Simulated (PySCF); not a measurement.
PySCF input for ammonia borane (BH6N), SMILES [NH3+][BH3-], B3LYP/pcSseg-2. Geometry optimised at B3LYP-D3(BJ)/def2-TZVP.

```python
import numpy as np
from pyscf import gto, scf, dft
from pyscf.prop.nmr import rks as nmr

mol = gto.M(
    atom='''
    B     0.00000000   -0.00000000   -0.92985531
    N     0.00000000   -0.00000000    0.72834961
    H     0.00000000   -1.16734959   -1.24130633
    H     1.01095440    0.58367480   -1.24130634
    H    -1.01095440    0.58367479   -1.24130634
    H    -0.82165740   -0.47438412    1.09158276
    H    -0.00000000    0.94876824    1.09158277
    H     0.82165740   -0.47438411    1.09158276
    ''',
    basis='pcSseg-2',
    charge=0,
    spin=0,
    max_memory=1600,
    verbose=3,
)
mf = dft.RKS(mol, xc='b3lyp')
mf.grids.level = 3
mf.conv_tol = 1e-10
mf.max_cycle = 100
mf.kernel()
n = nmr.NMR(mf)
n.verbose = 2
n.max_cycle_cphf = 60
sigma = n.kernel()
print('atom   isotropic/ppm   span/ppm')
for i, s in enumerate(sigma):
    w = np.linalg.eigvalsh((s + s.T) / 2)
    print(f'{mol.atom_symbol(i):2s}{i + 1:3d} {w.mean():14.3f} {w[2] - w[0]:11.3f}')
```

It prints:

```
converged SCF energy = -83.2615742504021
atom   isotropic/ppm   span/ppm
B   1        119.135      39.398
N   2        223.873      12.921
H   3         29.505       5.697
H   4         29.505       5.697
H   5         29.505       5.697
H   6         28.971      15.219
H   7         28.971      15.219
H   8         28.971      15.219
```

The calculation finished and met its thresholds.

Cost: roughly 40 core-seconds.
